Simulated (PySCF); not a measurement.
**CH$_{13}$NOSi$_{4}$: full NMR table**

```yaml
Formula: CH13NOSi4
SMILES: C[SiH2][Si@@H](O)N([SiH3])[SiH3]
Point_group_of_the_computed_structure: C1
Degrees_of_unsaturation: 0
Carbon_signals: 1
Proton_signals: 6
```

Molfile (atoms numbered from 1):
```
CH13NOSi4
     RDKit          3D

 20 19  0  0  0  0  0  0  0  0999 V2000
    3.1985   -1.3325    0.2201 C   0  0  0  0  0  0  0  0  0  0  0  0
    1.4943   -1.0329   -0.5717 Si  0  0  0  0  0  4  0  0  0  0  0  0
    0.2135    0.3104    0.7813 Si  0  0  1  0  0  4  0  0  0  0  0  0
    1.0419    1.7126    0.7995 O   0  0  0  0  0  0  0  0  0  0  0  0
   -1.4091    0.5824    0.1624 N   0  0  0  0  0  0  0  0  0  0  0  0
   -2.6598   -0.5535    0.5740 Si  0  0  0  0  0  4  0  0  0  0  0  0
   -1.6496    1.6445   -1.1930 Si  0  0  0  0  0  4  0  0  0  0  0  0
    3.7141   -0.3918    0.3904 H   0  0  0  0  0  0  0  0  0  0  0  0
    3.1042   -1.8302    1.1815 H   0  0  0  0  0  0  0  0  0  0  0  0
    3.8351   -1.9491   -0.4072 H   0  0  0  0  0  0  0  0  0  0  0  0
    0.8831   -2.3577   -0.8018 H   0  0  0  0  0  0  0  0  0  0  0  0
    1.7379   -0.4963   -1.9258 H   0  0  0  0  0  0  0  0  0  0  0  0
   -0.0268   -0.0811    2.1802 H   0  0  0  0  0  0  0  0  0  0  0  0
    0.6590    2.5070    1.1646 H   0  0  0  0  0  0  0  0  0  0  0  0
   -2.5332   -1.7665   -0.2421 H   0  0  0  0  0  0  0  0  0  0  0  0
   -2.5019   -0.8910    1.9876 H   0  0  0  0  0  0  0  0  0  0  0  0
   -3.9464    0.0999    0.3441 H   0  0  0  0  0  0  0  0  0  0  0  0
   -0.6929    2.7458   -1.0927 H   0  0  0  0  0  0  0  0  0  0  0  0
   -3.0122    2.1689   -1.0995 H   0  0  0  0  0  0  0  0  0  0  0  0
   -1.4548    0.9217   -2.4550 H   0  0  0  0  0  0  0  0  0  0  0  0
  1  2  1  0
  2  3  1  0
  3  4  1  0
  3  5  1  0
  5  6  1  0
  5  7  1  0
  1  8  1  0
  1  9  1  0
  1 10  1  0
  2 11  1  0
  2 12  1  0
  3 13  1  1
  4 14  1  0
  6 15  1  0
  6 16  1  0
  6 17  1  0
  7 18  1  0
  7 19  1  0
  7 20  1  0
M  END
```

Level of theory: coordinates at the GFN2-xTB level, PBE0/pcSseg-1 with gauge-including orbitals, in PySCF 2.14.0 with density-fitted response routines (fast rotation and ring inversion assumed for equivalent nuclei, in vacuum, non-relativistic, one computed conformer).

Shifts are taken against calculated references (same method and geometry level): TMS for ¹H, ¹³C, ²⁹Si; ¹⁵N against NH3; H2O for ¹⁷O.

| carbon | δC, type | δH (multiplicity) | HMBC from (2–3 bonds) | span of the C tensor (ppm) |
| --- | --- | --- | --- | --- |
| C1 | -11.0, CH3 | 0.21 (m) | H13, H12, H11 | 9 |

Other nuclei:
| atoms | nucleus | environment | δ (ppm) | σ (ppm) |
| --- | --- | --- | --- | --- |
| H13 | ¹H | hydrogen on a silicon bonded to N, O, Si | 5.70 | 26.02 |
| H15/H16/H17/H18/H19/H20 | ¹H | hydrogen on a silicon bonded to N | 4.73 | 26.99 |
| H12 | ¹H | hydrogen on a silicon bonded to C, Si | 4.06 | 27.66 |
| H11 | ¹H | hydrogen on a silicon bonded to C, Si | 3.76 | 27.96 |
| H14 | ¹H | hydrogen on an oxygen bonded to Si | 1.62 | 30.10 |
| Si3 | ²⁹Si | silicon bonded to N, O, Si, H | -5.4 | 354.6 |
| Si6/Si7 | ²⁹Si | silicon bonded to N, 3 H | -56.1 | 405.2 |
| Si2 | ²⁹Si | silicon bonded to C, Si, 2 H | -89.1 | 438.3 |
| N5 | ¹⁵N | nitrogen bonded to 3 Si | 24.0 | 243.7 |
| O4 | ¹⁷O | oxygen bonded to Si, H | 49.3 | 286.7 |

1. δC -11.0: methyl carbon bonded to Si; an electropositive neighbour leaves it electron-rich and shielded.
2. δH 5.70: hydrogen on a silicon bonded to N, O, Si.
3. δH 4.73: hydrogen on a silicon bonded to N.
4. δH 1.62: hydrogen on an oxygen bonded to Si; exchangeable, gas-phase position.
5. δH 0.21: hydrogen on a methyl carbon bonded to Si; an electropositive neighbour shields it, as in TMS itself.

OH/NH shifts are gas-phase values; hydrogen bonding in solution moves them, usually downfield. Shifts are as computed. Against solution values, carbons near 30 ppm lie about +3 ppm off and those near 130 ppm about +5 ppm. Of 1309 compounds with measured shifts, 239 miss one by over three times the rms of a fit or turn the order of signals round; such compounds aren't used in these exercises. Experimental scales use liquid or dissolved standards, which lie at an offset from isolated NH3 (liquid NH3: subtract about 20 ppm) and H2O (liquid H2O: subtract about 36 ppm). No couplings were computed; multiplicities are counted from neighbouring protons, with m where these are inequivalent, close in shift, in a saturated or five-membered ring or joined by F or P, and br s for small geminal =CH2 splittings.
